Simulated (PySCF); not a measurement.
**Electric field gradients and quadrupole coupling constants**

CH8O3Si3.
Numbering: `[O:1]=[C:2]([OH:3])[SiH2:4][SiH2:5][O:6][SiH3:7]` (hydrogens: H8 on O3; H9, H10 on Si4; H11, H12 on Si5; H13, H14, H15 on Si7)

Structure used (GFN2-xTB), in Å, numbered top down from 1:
```
atom  x, y, z in Å
O1     3.3237    0.9772   -1.4820
C2     2.8470    0.4134   -0.5278
O3     3.4176    0.4769    0.6853
Si4    1.2197   -0.5859   -0.4908
Si5   -0.5157    0.9018   -0.1610
O6    -1.8344   -0.0300   -0.0169
Si7   -3.2538   -0.7911    0.1409
H8     4.2347    1.0056    0.6627
H9     1.4447   -1.5805    0.5699
H10    1.1988   -1.3232   -1.7635
H11   -0.4538    1.6912    1.0777
H12   -0.7945    1.8254   -1.2676
H13   -3.8532   -0.3305    1.3909
H14   -4.0615   -0.4280   -1.0209
H15   -2.9235   -2.2144    0.1699
```

Field gradients from the PBE0/pcSseg-1 density (PySCF, non-relativistic), principal values in atomic units, ordered |Vxx| ≤ |Vyy| ≤ |Vzz|:

```csv
atom,Vxx,Vyy,Vzz
O1,0.5748,1.0037,-1.5785
O3,-0.5086,-1.1219,1.6305
O6,-0.5924,-0.6024,1.1948
```

Question: Find the asymmetry η = (Vxx − Vyy)/Vzz and the couplings χ = eQV/h (234.96 MHz × Q in barn × V in au), with Q(17O) = −0.0256 b.

Answer: 
```json
{"atom": "O1", "environment": "acid carbonyl oxygen", "nucleus": "17O", "η": "0.27", "χzz (MHz)": "9.49", "χxx (MHz)": "-3.46", "χyy (MHz)": "-6.04"}
{"atom": "O3", "environment": "acid hydroxyl oxygen", "nucleus": "17O", "η": "0.38", "χzz (MHz)": "-9.81", "χxx (MHz)": "3.06", "χyy (MHz)": "6.75"}
{"atom": "O6", "environment": "siloxane oxygen", "nucleus": "17O", "η": "0.01", "χzz (MHz)": "-7.19", "χxx (MHz)": "3.56", "χyy (MHz)": "3.62"}
```

The gradient is axial or nearly so (η below 0.05) at O6. The tensor is traceless: Vxx + Vyy + Vzz = 0.

Question: What is Vzz at O3 in SI units (1 au = 9.71736 × 10²¹ V/m²)?

Answer: 1.6305 au = 15.844 × 10²¹ V/m².

Question: And the gradient at the other heavy atoms, for which no coupling is worked out here?

Answer: 
```tsv
atom	environment	Vzz (au)	η
C2	carbonyl carbon	-0.470	0.88
Si4	SiH2 silicon	0.316	0.34
Si5	oxygen-bound silicon	0.575	0.23
Si7	oxygen-bound silicon	0.630	0.00
```

Question: What couplings would deuterons (Q(2H) = 0.00286 b) have in place of the hydrogens, at this geometry?

Answer: 
```json
{"atom": "H8", "bonded to": "O3", "bond length (Å)": "0.974", "Vzz (au)": "0.4266", "η": "0.09", "χzz (kHz)": "287"}
{"atom": "H9", "bonded to": "Si4", "bond length (Å)": "1.471", "Vzz (au)": "0.1569", "η": "0.01", "χzz (kHz)": "105"}
{"atom": "H10", "bonded to": "Si4", "bond length (Å)": "1.471", "Vzz (au)": "0.1573", "η": "0.02", "χzz (kHz)": "106"}
{"atom": "H11", "bonded to": "Si5", "bond length (Å)": "1.470", "Vzz (au)": "0.1547", "η": "0.03", "χzz (kHz)": "104"}
{"atom": "H12", "bonded to": "Si5", "bond length (Å)": "1.468", "Vzz (au)": "0.1560", "η": "0.03", "χzz (kHz)": "105"}
{"atom": "H13", "bonded to": "Si7", "bond length (Å)": "1.461", "Vzz (au)": "0.1609", "η": "0.02", "χzz (kHz)": "108"}
{"atom": "H14", "bonded to": "Si7", "bond length (Å)": "1.461", "Vzz (au)": "0.1609", "η": "0.02", "χzz (kHz)": "108"}
{"atom": "H15", "bonded to": "Si7", "bond length (Å)": "1.461", "Vzz (au)": "0.1604", "η": "0.02", "χzz (kHz)": "108"}
```

Geometry: GFN2-xTB, one conformer, isolated molecule. GFN2-xTB bond lengths can be off by several hundredths of an ångström, more for odd bonds, and the gradients follow them. These gradients aren't converged with respect to the basis.
